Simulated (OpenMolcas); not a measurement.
Computed levels of 4d in ions with 37 electrons, in cm-1 above 2D 3/2.

* Program: OpenMolcas
* Method: RASSCF
* Basis: ANO-R2
* Scalar Hamiltonian: X2C, finite nucleus
* Spin-orbit coupling: RASSI with atomic mean-field integrals over the reference wave functions, term energies averaged over their components

Active space for each ion: 7 electrons in 8 orbitals (RAS1 4p, at most 2 holes; RAS2 4d).

| Level | Zr3+ | Nb4+ | Tc6+ | Ru7+ |
| --- | --- | --- | --- | --- |
| 2D 5/2 | 1493 | 2037 | 3541 | 4478 |

Q: Estimate 2D 5/2 for Mo5+ from its neighbours Nb4+ and Tc6+.

A: 2D 5/2 is fine structure, which grows about as the fourth power of a screened charge, so the fourth roots are averaged: ((2037^0.25 + 3541^0.25) / 2)^4 = 2711. The calculation gives 2761, so the estimate is off by -1.8 %; the measured value is 2584 (Sugar and Musgrove, J. Phys. Chem. Ref. Data 17, 155 (1988)).

Without dynamic correlation excited terms often stand tens of per cent too high (terms of higher spin than the ground term too low), and those without a measured partner can miss by more than the paired ones. Active for correlation alone: 4p; no level in the range computed is led by a configuration that opens it, so any true level of that kind is missing. Computed and measured levels are paired by configuration, term and J; levels that our copy of the source lacks, or whose pairing is in doubt (as where it misses far off the trend of its configuration), stay unpaired and out of the deviations. Levels of configurations outside the active space are missing.
